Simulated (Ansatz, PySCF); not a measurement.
Caution: the restricted solution is unstable towards spin-unrestricted or complex orbitals, so a lower solution exists and this singlet may not be the ground state. This singlet is an excited state, 0.95 eV above the relaxed triplet at the level B3LYP/cc-pVTZ // B3LYP-D3(BJ)/def2-TZVP (Ansatz, a program for electronic structure).

B3LYP has the VWN-RPA correlation part, as in Gaussian. 

Cartesian coordinates (Å):
```xyz
8

C      2.1624     1.2957     0.7782
C      1.0347     0.7396     0.2911
N      0.1171     0.0717    -0.0074
Si    -1.2830    -0.9630    -0.5157
H      2.4779     2.3115     0.5469
H     -0.6596    -1.5717    -1.7067
H     -1.4869    -1.8737     0.6166
H     -2.3627    -0.0101    -0.7952
```
Charge +1, spin multiplicity 1.

### Question
Predict the LUMO, HOMO, HOMO–LUMO gap and total energy from PySCF with B3LYP-D3(BJ)/def2-TZVP.

### Answer

```yaml
LUMO: -11.21 eV
HOMO: -13.29 eV
HOMO–LUMO gap: 2.07 eV
total_energy: -422.5210 Ha
```
